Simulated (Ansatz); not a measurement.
Start from `[OH][Zr]([OH])([F])[I]` and change one atom or group to get `[OH][Zr]([OH])([F])[SH]`.

Ansatz, PBE0-D4/def2-TZVP geometries, multiplicity 1. Each molecule was computed in one conformer, which needn't be the lowest.

Elements past krypton have def2 core potentials.

```tsv
property	`[OH][Zr]([OH])([F])[I]`
LUMO energy (ωB97M-V/def2-TZVPP) / eV	0.45
HOMO energy (B3LYP/def2-TZVPP) / eV	-7.31
HOMO–LUMO gap (ωB97M-V/def2-TZVPP) / eV	10.10
size of the dipole moment (PBE/def2-TZVPP) / D	3.79
HOMO–LUMO gap (PBE/def2-TZVPP) / eV	4.59
size of the dipole moment (ωB97M-V/def2-TZVPP) / D	3.98
```

Problem. What does the change do to each property? (Estimate.)

Solution. The calculation gave: 
| property | `[OH][Zr]([OH])([F])[SH]` | shift |
| --- | --- | --- |
| LUMO energy (ωB97M-V/def2-TZVPP) / eV | 0.49 | 0.04 |
| HOMO energy (B3LYP/def2-TZVPP) / eV | -7.10 | 0.21 |
| HOMO–LUMO gap (ωB97M-V/def2-TZVPP) / eV | 10.00 | -0.10 |
| size of the dipole moment (PBE/def2-TZVPP) / D | 3.45 | -0.34 |
| HOMO–LUMO gap (PBE/def2-TZVPP) / eV | 4.45 | -0.14 |
| size of the dipole moment (ωB97M-V/def2-TZVPP) / D | 3.58 | -0.40 |

Dipoles are sizes alone; their direction can turn.

B3LYP here is the variant with VWN-RPA as its local correlation; programs differ in this.

Spin–orbit coupling is left out; it splits and shifts lone-pair levels of the heavy atoms by tenths of an eV.
